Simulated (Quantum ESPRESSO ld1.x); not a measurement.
Question: Radial electron density D(r) = 4 pi r^2 rho(r) of an atom or ion with 30 electrons. All-electron calculation, Dirac Kohn-Sham, LDA (Slater exchange, Perdew-Wang correlation), spin-unpolarised, spherical densities, point nucleus. Program: ld1.x of Quantum ESPRESSO 7.5.

```
   r/bohr * D(r) (the largest magnitude, 41.6, reaches the edge; | marks zero)
 0.001673 |*
 0.001932 |*
 0.002231 | *
 0.002577 | *
 0.002976 |  *
 0.003437 |  *
 0.003969 |   *
 0.004584 |    *
 0.005336 |      *
 0.006163 |        *
 0.007118 |          *
  0.00822 |             *
 0.009493 |                *
  0.01096 |                   *
  0.01266 |                       *
  0.01462 |                            *
  0.01689 |                                *
   0.0195 |                                     *
  0.02252 |                                         *
  0.02601 |                                            *
  0.03004 |                                               *
  0.03469 |                                                *
  0.04007 |                                               *
  0.04627 |                                             *
  0.05387 |                                          *
  0.06221 |                                       *
  0.07185 |                                      *
  0.08298 |                                      *
  0.09583 |                                         *
   0.1107 |                                              *
   0.1278 |                                                  *
   0.1476 |                                                      *
   0.1705 |                                                      *
   0.1969 |                                                  *
   0.2274 |                                           *
   0.2626 |                                  *
   0.3033 |                           *
   0.3502 |                         *
   0.4045 |                          *
   0.4671 |                             *
   0.5438 |                               *
    0.628 |                               *
   0.7253 |                           *
   0.8376 |                     *
   0.9673 |               *
    1.117 |          *
     1.29 |      *
     1.49 |    *
    1.721 |  *
    1.987 | *
    2.295 | *
    2.651 |*
    3.061 |*
    3.535 |*
    4.083 *
    4.715 *
    5.489 *
     6.34 *
    7.321 *
    8.455 *
    9.765 *
```

What is the nuclear charge?

Answer: Z = 30. The innermost maximum, from 1s, lies near gamma/Z bohr with gamma = sqrt(1 - (Z/c)^2) = 0.976, here 0.0325 bohr (found: 0.0353), and its height grows with Z. The density is that of neutral zinc in [Ar] 3d10 4s2; the configuration itself is not fixed sharply by these data, and Z only to about a unit. D(r) has 3 maxima, at r = 0.0353, 0.160, 0.571 bohr, and minima at 0.0754, 0.359 bohr, inside which lie 2.11, 10.90 electrons.
